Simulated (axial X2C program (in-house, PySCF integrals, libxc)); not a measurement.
**Spin–orbit effects down a group: molecules with Zn (ions), CCSD(T)**

Calculated with an in-house relativistic program for diatomic molecules, spin-free (one-electron X2C) or two-component (2c: spin–orbit coupling with atomic mean-field Coulomb and Gaunt terms, which also bring small scalar terms), in Dyall basis sets with cores contracted in-house; open shells are unrestricted.

Basis sets: H dyall-v3z, Li dyall-cv3z, Na dyall-cv3z, Zn dyall-cv3z. Frozen shells (counts by l): ZnH⁺ Zn 3s2p, H none, 12 electrons correlated; LiZn⁺ Zn 3s2p, Li 1s, 12 electrons correlated; NaZn⁺ Zn 3s2p, Na 2s1p, 12 electrons correlated. Coupled cluster in natural virtuals with an MP2 remainder. Where the outer core of a metal is frozen, bonds come out longer and ionisation energies lower.

```tsv
molecule	spin-free state	Re (Å)	ωe (cm⁻¹)	De (eV)	2c state	Re 2c (Å)	ωe 2c (cm⁻¹)	De 2c (eV)
ZnH⁺	M_S = 0, Λ = 0	1.506	1948.3	2.51	Ω = 0	1.507	1947.4	2.50
LiZn⁺	M_S = 0, Λ = 0	2.718	246.3	0.56	Ω = 0	2.718	246.3	0.56
NaZn⁺	M_S = 0, Λ = 0	3.100	114.5	0.34	Ω = 0	3.101	114.5	0.34
```

Work out the shifts from the spin-free to the two-component result.



```
molecule  2c state  ΔRe (Å)  Δωe (cm⁻¹)  ΔDe (eV)
    ZnH⁺     Ω = 0    0.001        -0.9     -0.01
   LiZn⁺     Ω = 0    0.000         0.0      0.00
   NaZn⁺     Ω = 0    0.001         0.0      0.00
```

Shifts of one unit in the last digit are rounding.

Fragments in 2c: Zn+ + H, Zn + Li+, Zn + Na+. Each entry is the lowest single determinant of a limited PBE0 search at one distance. De goes to single-determinant-based atoms at the same level (for ions the charge split of lowest energy) and is withheld (n/a) where an atom does not fit its ground term or J level. Main or longest-lived isotopes.
